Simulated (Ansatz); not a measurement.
```yaml
crystal:
  periodic: [true, true, true]
  atoms:
    - {symbol: C, position_ang: [-0.273989, 2.227400, -2.871377]}
    - {symbol: C, position_ang: [-0.653384, 2.046752, -1.423758]}
    - {symbol: O, position_ang: [0.169175, 1.030013, -0.865419]}
    - {symbol: Ge, position_ang: [-0.021359, 0.550098, 0.811652]}
    - {symbol: Cl, position_ang: [0.080987, 2.271416, 2.067351]}
    - {symbol: O, position_ang: [-1.567087, -0.195898, 1.137348]}
    - {symbol: C, position_ang: [-1.876667, -1.434568, 0.501600]}
    - {symbol: C, position_ang: [-3.288792, -1.813104, 0.866875]}
    - {symbol: O, position_ang: [1.247303, -0.596941, 1.156921]}
    - {symbol: C, position_ang: [2.607116, -0.261086, 0.898425]}
    - {symbol: C, position_ang: [3.462000, -1.458827, 1.223320]}
    - {symbol: H, position_ang: [-0.889232, 3.005504, -3.329616]}
    - {symbol: H, position_ang: [0.774462, 2.518987, -2.958560]}
    - {symbol: H, position_ang: [-0.419791, 1.298579, -3.426353]}
    - {symbol: H, position_ang: [-0.516218, 2.984774, -0.872415]}
    - {symbol: H, position_ang: [-1.710821, 1.766132, -1.337809]}
    - {symbol: H, position_ang: [-1.776362, -1.337133, -0.586986]}
    - {symbol: H, position_ang: [-1.172682, -2.207223, 0.830867]}
    - {symbol: H, position_ang: [-3.558283, -2.763772, 0.400265]}
    - {symbol: H, position_ang: [-3.388173, -1.917036, 1.948915]}
    - {symbol: H, position_ang: [-3.991561, -1.048922, 0.529227]}
    - {symbol: H, position_ang: [2.901685, 0.596515, 1.516041]}
    - {symbol: H, position_ang: [2.728594, 0.026545, -0.152122]}
    - {symbol: H, position_ang: [4.515238, -1.231663, 1.041412]}
    - {symbol: H, position_ang: [3.344149, -1.741240, 2.271194]}
    - {symbol: H, position_ang: [3.179591, -2.311401, 0.602604]}
basis:
  gaussian: {orbitals: cc-pVTZ}
hamiltonian: {xc: {name: CAM-B3LYP}}
output: {forces: true}
```

```sh
$ ansatz run in.yaml --threads 11 --pin off --events-out ev --progress --plain --max-ram 120832MiB --backend cuda --devices 0, --max-vram 75GiB
```

It prints (some lines left out):

```
Error: YAML parse error: error: line 2 column 3: crystal: missing field `lattice` (a structure is typed as `lattice` and `atoms`, a molecule's as `atoms` in Å alone, or read from a run's directory, `checkpoint`)
 --> <input>:2:3
1 | crystal:
2 |   periodic: [true, true, true]
3 |   atoms:
4 |     - {symbol: C, position_ang: [-0.273989, 2.227400, -2.871377]}
```

(1) Something in this input is off. What?

Results:

(1) The molecule is marked periodic without a cell. The program refused the input.
